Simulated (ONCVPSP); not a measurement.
**lithium ONCV: all-electron and pseudo phase curves**

ONCVPSP 4.0.1 input, shortened (lines: element, Z, core and valence counts, functional; n l f; lmax; l rc ep ncon nbas qcut; lloc lpopt rc5 dvloc0; l nproj debl; icmod fcfact rcfact), PBE, scalar-relativistic:

```
  Li 3.00    0    2        4      upf
    1    0    2.00
    2    0    0.50
    1
    0    1.10    0.00    3    6   13.20
    1    1.10    0.14    5    9    6.80
    1    5    1.10    0.00
    0    2    2.90
    1    0    0.50
    0    0.00    0.00
```

The phase is arctan(r·R′/R) of the radial function R(r), unwrapped; energies in Ha, scanned from -4 to 5 Ha. A pole is an energy at which the radial function vanishes at the test radius. The pseudo phase is shifted by a multiple of π to meet the all-electron one at the reference energy, and phase errors are pseudo minus all-electron; the curves can meet again beyond the range given. Levels narrower than the energy grid can be missing from the lists of poles.

```
channel  radius (bohr)  reference energy (Ha)  poles, all-electron  poles, pseudo  unbroken range about the reference energy with phases within 0.05 rad  phase error 1 Ha above the reference energy (rad)
      s           1.12                  -0.20                -1.46          -1.46                                                        the whole range                                             +0.000
      p           1.12                   0.14                 none           none                                                        the whole range                                             +0.001
```

Phases in the p channel:

| E (Ha) | all-electron | pseudo |
| --- | --- | --- |
| -3.98 | 1.122 | 1.122 |
| -3.74 | 1.103 | 1.104 |
| -3.50 | 1.083 | 1.083 |
| -3.26 | 1.060 | 1.061 |
| -3.02 | 1.034 | 1.035 |
| -2.78 | 1.005 | 1.006 |
| -2.54 | 0.972 | 0.973 |
| -2.30 | 0.934 | 0.935 |
| -2.06 | 0.891 | 0.891 |
| -1.82 | 0.840 | 0.841 |
| -1.58 | 0.780 | 0.781 |
| -1.34 | 0.709 | 0.710 |
| -1.10 | 0.624 | 0.625 |
| -0.86 | 0.523 | 0.524 |
| -0.62 | 0.403 | 0.403 |
| -0.38 | 0.261 | 0.261 |
| -0.14 | 0.099 | 0.099 |
| 0.10 | -0.079 | -0.079 |
| 0.34 | -0.263 | -0.263 |
| 0.58 | -0.442 | -0.441 |
| 0.82 | -0.605 | -0.605 |
| 1.06 | -0.748 | -0.748 |
| 1.30 | -0.871 | -0.870 |
| 1.54 | -0.974 | -0.972 |
| 1.78 | -1.060 | -1.058 |
| 2.02 | -1.133 | -1.131 |
| 2.26 | -1.195 | -1.192 |
| 2.50 | -1.248 | -1.245 |
| 2.74 | -1.294 | -1.291 |
| 2.98 | -1.335 | -1.331 |
| 3.22 | -1.371 | -1.367 |
| 3.46 | -1.403 | -1.398 |
| 3.70 | -1.432 | -1.427 |
| 3.94 | -1.458 | -1.453 |
| 4.18 | -1.483 | -1.477 |
| 4.42 | -1.506 | -1.500 |
| 4.66 | -1.528 | -1.521 |
| 4.90 | -1.548 | -1.540 |
